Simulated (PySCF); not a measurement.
B3LYP has the VWN-RPA correlation part, as in Gaussian. Excitations are Tamm–Dancoff values on a coarser integration grid. The basis has no diffuse functions, so Rydberg states are missing or too high.

Cartesian coordinates (Å):
```xyz
19

B     -3.3709     0.5151     0.4745
C     -1.9408     0.0460     0.1433
C     -0.8425     0.8364     0.4868
C      0.4901     0.4531     0.2055
C      1.6188     1.2442     0.5471
C      2.8780     0.7874     0.2326
C      2.9986    -0.4659    -0.4261
N      1.9815    -1.2298    -0.7607
C      0.7276    -0.7978    -0.4592
C     -0.3807    -1.6120    -0.8144
C     -1.6525    -1.1895    -0.5168
F     -2.6791    -1.9736    -0.8613
H     -4.3388    -0.1396     0.1919
H     -3.5097     1.5747     1.0350
H     -1.0181     1.7895     0.9931
H      1.4702     2.2017     1.0535
H      3.7731     1.3625     0.4766
H      3.9974    -0.8410    -0.6825
H     -0.2020    -2.5615    -1.3189
```
Charge 0, spin multiplicity 1.

### Question
What S1–T1 gap (TDA), HOMO and brightest of the four lowest singlets (TDA) does PySCF with B3LYP-D3(BJ)/def2-TZVP // B3LYP-D3(BJ)/def2-SVP give?

### Answer

| Item | Value |
|---|---|
| S1–T1 gap (TDA) | 0.85 eV |
| HOMO | -6.91 eV |
| brightest of the four lowest singlets (TDA) | 4.42 eV |
